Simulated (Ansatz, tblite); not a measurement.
Cost and result up the ladder for MoOF4 (6 atoms). Total charge 0; singlet. Geometry: PBE-D4/def2-SVP.

```
atom   x (Å)   y (Å)   z (Å)
 Mo1  -0.040   0.005   0.015
  O2  -1.592   0.183   0.595
  F3  -0.179  -1.233  -1.357
  F4   0.692  -1.373   1.015
  F5   0.994   1.140   1.052
  F6   0.124   1.279  -1.320
```

Ansatz on 4 threads of Arm Neoverse V2 on a shared host; xTB runs through tblite on one thread. Times are rough, summed over both states, and most runs start from the orbitals of an earlier one. PBE0-D4/def2-TZVP serves as the yardstick here, not as an exact answer. Differences are given only for rows in sets of like size (and for xTB, whose basis is part of the method), since another set adds its own error. The other state is a doublet.

In the def2 sets Mo takes a core potential; there is no spin–orbit coupling. The xTB rows come from tblite. Correlated methods freeze 5 core orbitals; core or outer-core shells of Mo are correlated, in sets that lack core-valence functions. The rows differ in basis, and correlated rows in double-zeta sets carry the largest basis error. In CCSD on the charge 1 doublet the largest single amplitude is 0.16, so its Hartree–Fock determinant may place the open shell otherwise than the density functionals do.

Correlated methods converge slowly with the basis, most of all in double-zeta sets.

Raw xTB energies of ions are shifted by several eV.

```tsv
level	functions	wall time	vertical IE (eV)	difference from PBE0-D4/def2-TZVP (eV)	remarks
GFN2-xTB	29	0.006 s	18.38	4.29	–
GFN1-xTB	29	0.007 s	18.42	4.34	–
PBE0-D4/def2-TZVP	195	14 s	14.09	0.00	–
CCSD(T)/def2-SVP	101	19 s	14.29	–	spin-contaminated (⟨S²⟩ 0.86) (+1 doublet), test for broken spin undecided (singlet)
r2SCAN-D4/def2-TZVP	195	21 s	13.74	-0.35	–
```
